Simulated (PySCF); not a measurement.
## Run times: antimony in even-tempered 20s14p9d5f4g

Measured wall times of calculations with PySCF 2.14 in an even-tempered Gaussian basis (20 s from 0.95 bohr⁻², ratio 2.5; 14 p from 1.2 bohr⁻², ratio 2.5; 9 d from 2.2 bohr⁻², ratio 2.5; 5 f from 7.8 bohr⁻², ratio 2.7; 4 g from 12 bohr⁻², ratio 2.7), with scalar relativity by spin-free X2C-1e, run from one Python driver. Hardware: 2 threads of Neoverse-V2 on a shared host, 2.6 GiB allowed. The two-electron integrals over 178 functions were computed once and kept in memory (2 CPU seconds with the set-up); the times below exclude them. Kohn-Sham runs start from converged Hartree-Fock orbitals.

Launch command (the driver calls PySCF for each step listed in the task file):

```bash
OMP_NUM_THREADS=2 python atomrun2.py TASK.json OUT
```

```csv
species,step,iterations,wall time (s)
Sb(18+) [Ar] 3d10 4s2 4p3,UHF with spin-orbit constants,1,15
Sb(18+) [Ar] 3d10 4s2 4p3,LDA,5,1.4
Sb(18+) [Ar] 3d10 4s2 4p3,PBE,5,1.8
Sb(18+) [Ar] 3d10 4s2 4p3,PBE0,5,4.6
Sb(18+) [Ar] 3d10 4s2 4p3,r2SCAN,5,4.4
Sb(19+) [Ar] 3d10 4s2 4p2,UHF with spin-orbit constants,5,16
Sb(19+) [Ar] 3d10 4s2 4p2,LDA,5,1.4
Sb(19+) [Ar] 3d10 4s2 4p2,PBE,5,1.8
Sb(19+) [Ar] 3d10 4s2 4p2,PBE0,5,4.5
Sb(19+) [Ar] 3d10 4s2 4p2,r2SCAN,5,4.4
Sb(19+) [Ar] 3d10 4s2 4p2,MP2 (22 electrons),,5
```

Task: Roughly how long does MP2 (23 electrons) take for Sb(18+) [Ar] 3d10 4s2 4p3 here?

Result: About 5.2 s.

Peak memory of the process: 1.4 GiB. Times on a shared host vary from run to run.
